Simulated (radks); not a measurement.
The numbers below are computed, except where a source is named.
Task: Species: B. Configuration: [He] 2s1.5 2p1.5 (fractional occupations, a model configuration). Level of theory: scalar-relativistic Kohn-Sham, PBEsol, spin-polarised, spherical densities, finite nucleus; open shells are filled with parallel spins first; Fermi nuclear charge, rms radius 2.406 fm (a radial shooting solver on a logarithmic mesh with Libxc functionals). Some entries of the table are withheld. Estimate them.

| orbital | occ. | eigenvalue (eV) | <r> (bohr) |
|---|---|---|---|
| 1s up | 1 | (1) | 0.3306 |
| 1s down | 1 | (2) | 0.3298 |
| 2s up | 1 | (3) | 1.923 |
| 2s down | 0.5 | (4) | 2.015 |
| 2p up | 1.5 | -4.4878 | (5) |
| 2p down | 0 | -2.1209 | (6) |

Result: 
(1) 1s up eigenvalue (eV): -179.8225
(2) 1s down eigenvalue (eV): -179.1427
(3) 2s up eigenvalue (eV): -10.4075
(4) 2s down eigenvalue (eV): -7.7040
(5) 2p up <r> (bohr): 2.187
(6) 2p down <r> (bohr): 2.531
